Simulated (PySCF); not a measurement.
C5H12S2, SMILES CSCCCSC.

Coordinates come from a PBE0-D3(BJ)/def2-SVP optimisation. The values are those of a single conformer.

The numbers are results of TDA-PBE/def2-SVPD run with PySCF, not measurements.

Vertical excitations. Isolated molecule, no solvent. State labels are in the subgroup C2v.

Problem. Give excitation energies, oscillator strengths and character. (An estimate is asked for; the answer gives what the named calculation found.)

Solution. 
```csv
state,symmetry,energy (eV),λ (nm),f,main pairs
S1,A2,4.67,265,0.000,HOMO→LUMO 99 %
S2,B2,4.79,259,0.000,HOMO−1→LUMO 96 %
S3,A2,4.90,253,0.000,HOMO→LUMO+1 99 %
S4,B2,5.00,248,0.000,"HOMO−1→LUMO+1 72 %, HOMO→LUMO+2 27 %"
S5,B2,5.04,246,0.002,"HOMO→LUMO+2 69 %, HOMO−1→LUMO+1 27 %"
S6,A2,5.14,241,0.000,HOMO−1→LUMO+2 97 %
T1,A2,4.45,279,0,HOMO→LUMO 95 %
T2,B2,4.55,273,0,HOMO−1→LUMO 90 %
```
Triplets are in the Tamm–Dancoff approximation.
